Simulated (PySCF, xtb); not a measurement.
Two structures of B2H2O2

We compare a, a singlet given by its coordinates, with b, `BOB=O`, a singlet. Both are isolated molecules in the gas phase, relaxed with PBE0-D4/def2-SVP; the shapes shown needn't be the lowest conformers.

a (Å):

```xyz
6

B    -0.8334   -1.6691    0.1646
B     0.3178   -0.4332   -0.4479
O    -0.8679   -0.9137   -1.0107
O     0.3522   -1.1886    0.7275
H    -1.6013   -2.4937    0.5732
H     1.0857    0.3913   -0.8565
```

Close contacts (Å): B1–B2 1.80, B1–O3 1.40, B1–O4 1.40, B2–O3 1.40, B2–O4 1.40, B1–H5 1.20, B2–H6 1.20.

b (Å):

| atom | x (Å) | y (Å) | z (Å) |
| --- | --- | --- | --- |
| B | -1.7683 | 1.4122 | -0.0178 |
| B | -0.1036 | 0.0143 | -1.1947 |
| O | -1.1421 | 0.2647 | -0.4173 |
| O | 0.8395 | -0.2639 | -1.8968 |
| H | -1.3570 | 2.4786 | -0.4068 |
| H | -2.7145 | 1.2848 | 0.7151 |

Which of the two would you expect CCSD(T)/def2-SVP + ΔMP2/def2-TZVPP electronic energies to favour?

Structure a; the calculation gives E(b) − E(a) = +0.635 eV.

How the difference moves with the method:

```
                             level          geometry  E(b) − E(a) (eV)  departure from the last row (eV)  job, with rough time for the two
                          GFN2-xTB          GFN2-xTB              −0.887                            −1.523              optimisation, 0.31 s
                         HF/STO-3G          GFN2-xTB              +0.621                            −0.015               single point, 4.1 s
                r2SCAN-D4/def2-SVP          GFN2-xTB              +0.606                            −0.030                single point, 23 s
                  PBE0-D4/def2-SVP  PBE0-D4/def2-SVP              +0.673                            +0.038             optimisation, 4.1 min
                       HF/def2-SVP  PBE0-D4/def2-SVP              +0.508                            −0.128           part of the CCSD(T) run
                      MP2/def2-SVP  PBE0-D4/def2-SVP              +0.470                            −0.165           part of the CCSD(T) run
                  CCSD(T)/def2-SVP  PBE0-D4/def2-SVP              +0.477                            −0.158                      single point
CCSD(T)/def2-SVP + ΔMP2/def2-TZVPP  PBE0-D4/def2-SVP              +0.635                                                  single point, 65 s
```

GFN2-xTB puts the two in the other order. The largest departure from CCSD(T)/def2-SVP + ΔMP2/def2-TZVPP is that of GFN2-xTB, 1.523 eV. The last row adds to CCSD(T) the change of the MP2 difference between the two basis sets, here +0.158 eV, a large step that makes the value less sure.

With harmonic frequencies from PBE0-D4/def2-SVP (ideal gas, rigid rotor, one conformer each, 298.15 K, 1 atm): on the last row, ΔE + ΔZPE = +0.617, ΔH = +0.639, ΔG = +0.559 eV.

The correlated steps freeze 4 core orbitals. Programs: PySCF 2.14.0, xtb 6.7.1; the last row on 2 threads of Intel(R) Xeon(R) Processor @ 2.50GHz (Skylake/Cascade Lake) on a shared host.
